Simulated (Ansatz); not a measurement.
Computed with Ansatz on PBE0-D4/def2-TZVP structures; ΔE is electronic, products minus reactants. CBS: MP2 limit from def2 TZ/QZ plus the TZ coupled-cluster correction, frozen cores. This one scheme is used for every species. DFT in def2-TZVPP. B3LYP here is the variant with VWN-RPA as its local correlation; programs differ in this. HSE06 is defined as in plane-wave codes. For Ge outer-core shells are correlated without core-valence functions, which leaves a few kJ/mol of doubt a bond. Scalar relativity is left out up to krypton. One conformer a species, not always the lowest.

Reaction (hydrogenolysis of the Si–C bond): `C=C[SiH](F)[GeH3]` + H₂ → `F[SiH2][GeH3]` + ethylene

```csv
level,ΔE (kJ/mol),difference from CCSD(T)/CBS
revPBE-D4,-0.5,9.2
B97M-V,-12.8,-3.1
PBE0-D4,-9.4,0.3
r2SCANh-D4,-8.0,1.7
BHLYP-D4,-15.2,-5.5
PBE-QIDH,-11.9,-2.2
PBE,-12.9,-3.2
BLYP,-21.4,-11.7
B3LYP,-22.5,-12.8
r2SCANh,-10.4,-0.7
HSE06,-16.0,-6.3
CAM-B3LYP,-22.1,-12.4
CCSD/def2-SVP,-25.9,-16.2
MP2/def2-TZVPP,-4.4,5.3
SCS-MP2/def2-QZVPP,-10.9,-1.2
HF/CBS(def2),-37.1,-27.4
CCSD(T)/CBS,-9.7,0
```

(1) What do rigid-rotor, harmonic-oscillator terms from PBE0-D4/def2-TZVP frequencies (298.15 K, 1 bar) make of the CCSD(T)/CBS value? (An estimate is asked.)

Largest T1 diagnostic among the species: 0.012.

## Answers

(1) Computed: ΔZPE = +16.6 kJ/mol, ΔH = +1.9 kJ/mol, ΔS = 29 J/(mol·K), ΔG = -6.6 kJ/mol.

From BLYP to BHLYP (50 % exact exchange), in def2-TZVPP and without D4, ΔE moves by −4.4 kJ/mol. The D4 term adds +12.1 kJ/mol with B3LYP and +6.8 kJ/mol with PBE0; it sums over pairs of atoms, weighted by their polarisabilities, and B3LYP, whose exchange is more repulsive, gets the larger term. In def2-TZVPP, CCSD(T) changes the Hartree–Fock value by +25.0 kJ/mol (the triples alone add +5.5 kJ/mol) and MP2 by +32.2 kJ/mol.
